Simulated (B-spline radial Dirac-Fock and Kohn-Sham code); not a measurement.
Electron momentum distribution of Sm⁴⁹⁺: Compton profiles

System: samarium as Sm⁴⁹⁺ in the configuration 1s2 2s2 2p6 3s2 3p1.

Model: the impulse approximation on Dirac-Fock orbitals of the configuration average with a finite nucleus. Program: a B-spline atomic structure program. pz is in atomic units of momentum; subshell profiles are per electron, for a selection of subshells; open shells are spread over both j values by their weights.

```csv
pz,J total,J 1s1/2,J 2p1/2,J 3p3/2
0,0.4768,0.0127,0.0219,0.0535
0.5,0.4749,0.0127,0.0219,0.0535
0.69,0.4733,0.0127,0.0219,0.0534
0.96,0.4701,0.0127,0.0219,0.0534
1.3,0.4647,0.0127,0.0219,0.0534
1.8,0.4542,0.0126,0.0219,0.0533
2.5,0.4352,0.0126,0.0219,0.0528
3.5,0.4019,0.0126,0.0218,0.0511
4.8,0.3549,0.0125,0.0217,0.0466
6.7,0.2929,0.0123,0.0214,0.0357
9.2,0.2355,0.0119,0.0205,0.0196
13,0.1798,0.0113,0.0180,0.00561
18,0.1215,0.0101,0.0134,0.00281
24,0.07211,0.00864,0.00821,0.00249
34,0.03263,0.00618,0.00307,0.00102
46,0.01490,0.00387,0.000920,0.000266
```

J(0) = 0.4768. The 3s1/2 subshell gives the largest part, 36 %.

Mean momentum ⟨p⟩ by subshell (a.u.): 1s1/2 60.1, 2s1/2 21.9, 2p1/2 28.9, 2p3/2 26.7, 3s1/2 12.5, 3p1/2 14.8, 3p3/2 14.2.

Values without a named source are computed, but for edge energies of neutral atoms, which are taken from tables.
